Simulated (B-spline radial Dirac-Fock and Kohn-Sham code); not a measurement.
Subshell cross sections of Pr⁺, photon energy 972 eV

System: the Pr⁺ ion, [Xe] 4f2 6s2 (not the ground configuration).

Input file task.json (cfg lists n, l and occupation; rrms is the nuclear radius in fm):

```json
{"items": [{
  "Z": 59,
  "q": 1,
  "cfg": [[1, 0, 2], [2, 0, 2], [2, 1, 6], [3, 0, 2], [3, 1, 6], [3, 2, 10], [4, 0, 2], [4, 1, 6], [4, 2, 10], [4, 3, 2], [5, 0, 2], [5, 1, 6], [6, 0, 2]],
  "A": 141,
  "rrms": 4.8919,
  "do": ["binding", "quiet", "photo", "scan"],
  "hv": [21.22, 40.81, 150, 300, 357.0, 972.0, 1000, 6000, 6020.0, 7490.0, 8047.8, 9251.7, 28200.0, 37500.0, 116000.0, 163000.0]
}]}
```

Launch: `python xray_run.py task.json out`

These are calculated numbers from a radial finite-basis atomic code; the model is a relativistic central-field model (Hartree-Slater potential of the initial state, Latter tail, multipole expansion of the photon field, Dirac-Fock thresholds). The asymmetry parameter β is from the dipole term alone. Kinetic energies are from the vacuum level. Open shells are spread statistically over j, without multiplet splitting.

```
  subshell  electrons  binding (eV)  kinetic (eV)  σ (kb)     β
M5 (3d5/2)          6         952.2         19.78    1250  0.60
   N1 (4s)          2         333.8         638.2    36.1  1.97
N2 (4p1/2)          2         268.3         703.7    40.6  1.59
N3 (4p3/2)          4         247.6         724.4    90.1  1.58
N4 (4d3/2)          4         138.3         833.7     106  1.27
N5 (4d5/2)          6         134.7         837.3     155  1.30
N6 (4f5/2)       0.86         20.24         951.8    4.99  1.09
N7 (4f7/2)       1.14         19.89         952.1    6.45  1.08
   O1 (5s)          2         59.55         912.5    7.13  1.97
O2 (5p1/2)          2         38.93         933.1    6.80  1.68
O3 (5p3/2)          4         35.81         936.2    14.4  1.66
   P1 (6s)          2         10.87         961.1   0.956  1.97
```

Branching ratios of the spin-orbit partners (statistical value in brackets): 4p 2.22 (2.00), 4d 1.46 (1.50), 4f 1.29 (1.33), 5p 2.11 (2.00).
